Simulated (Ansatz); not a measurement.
Program: Ansatz. Geometries: PBE0-D4/def2-TZVP. ΔE: electronic, gas phase. CBS: MP2 limit from def2 TZ/QZ plus the TZ coupled-cluster correction, frozen cores. This one scheme is used for every species. For Se outer-core shells are correlated without core-valence functions, which leaves a few kJ/mol of doubt a bond. Scalar relativity is left out up to krypton. Each species was taken in one conformer, which may not be the lowest.

Consider the formal exchange of groups at the Se–Si bond: `Cl[SiH2][SeH]` + `[SeH][SiH2][SeH]` → `[SeH][SiH]([SeH])[SeH]` + `[SiH3]Cl`.

```tsv
species	CCSD(T)/def2-TZVPP energy (Eh)
`Cl[SiH2][SeH]`	-3150.77499
`[SeH][SiH2][SeH]`	-5091.74902
`[SeH][SiH]([SeH])[SeH]`	-7491.90734
`[SiH3]Cl`	-750.61951
```

Task: Work out ΔE.

Result: ΔE = (-7491.90734) + (-750.61951) − (-3150.77499) − (-5091.74902) = -0.00284 Eh = -7.5 kJ/mol. CCSD(T)/CBS gives -7.4 kJ/mol.

Largest T1 diagnostic among the species: 0.009.

The D4 term adds −5.7 kJ/mol with B3LYP and −3.1 kJ/mol with PBE0; it sums over pairs of atoms, weighted by their polarisabilities, and B3LYP, whose exchange is more repulsive, gets the larger term. In def2-TZVPP, CCSD(T) changes the Hartree–Fock value by −6.6 kJ/mol (the triples alone add −1.5 kJ/mol) and MP2 by −10.0 kJ/mol.

B3LYP here is the variant with VWN-RPA as its local correlation; programs differ in this.
